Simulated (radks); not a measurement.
Question: Coherent X-ray form factor from a spherical all-electron density. Method: Dirac Kohn-Sham, PBEsol, spin-unpolarised, spherical densities, point nucleus; computed with a radial shooting solver on a logarithmic mesh with Libxc functionals.

sin(theta)/lambda (1/angstrom),f0 (electrons)
0.05,16.508
0.1,15.231
0.15,13.600
0.2,12.005
0.25,10.652
0.3,9.593
0.4,8.184
0.5,7.295
0.6,6.577
0.8,5.229
1,4.015
1.25,2.879
1.5,2.167
2,1.506

The species is in the configuration that NIST lists as its ground one. Which atom or ion scatters so?

Answer: Neutral chlorine, [Ne] 3s2 3p5. Extrapolating in s^2 from the first two rows gives f0(0) = 16.9, near the electron count 17; among species with that count, the fall with angle is slower the higher Z, and the table is that of Z = 17; from so few rows the species is fixed only to a neighbour or two.
